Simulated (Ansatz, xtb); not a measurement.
Ranking isomers of H5OSbSi

3 gas-phase structures of H5OSbSi, found in a search over its isomers (lower ones may exist). Each was relaxed with GFN2-xTB; where two conformers were screened, the lower at r2SCAN-D4/def2-SVP//GFN2-xTB is listed:

A. `[SiH3][O][SbH2]`, a singlet
B. `O[SiH2][SbH2]`, a singlet
C. `[OH][SbH][SiH3]`, a singlet

Question: Estimate their order in r2SCAN-D4/def2-SVP//GFN2-xTB energy at these geometries, lowest first.

Answer: Calculated order at r2SCAN-D4/def2-SVP//GFN2-xTB: B (0.0), A (39.6), C (89.4) kJ/mol.

Energies above the lowest of each column, in kJ/mol; the last columns are at r2SCAN-D4/def2-SVP geometries and were run for some of them only (a dash: not run or not comparable):

| structure | GFN2-xTB | HF/STO-3G | r2SCAN-D4/def2-SVP//GFN2-xTB | r2SCAN-D4/def2-SVP | CCSD(T)/def2-TZVP |
| --- | --- | --- | --- | --- | --- |
| B | 75.6 | 0.0 | 0.0 | 0.0 | 0.0 |
| A | 0.0 | 42.1 | 39.6 | 35.6 | 16.7 |
| C | 118.7 | 46.1 | 89.4 | – | – |

CCSD(T)/def2-TZVP puts B lowest of those it was run on; GFN2-xTB picks A. Flexible structures stand in one conformer each, not always the lowest. Frequencies (r2SCAN-D4/def2-SVP) were run for A, B alone. Atoms past krypton carry core potentials in the def2 sets, without spin–orbit terms.

Programs: Ansatz 0.2.0, xtb 6.7.1.
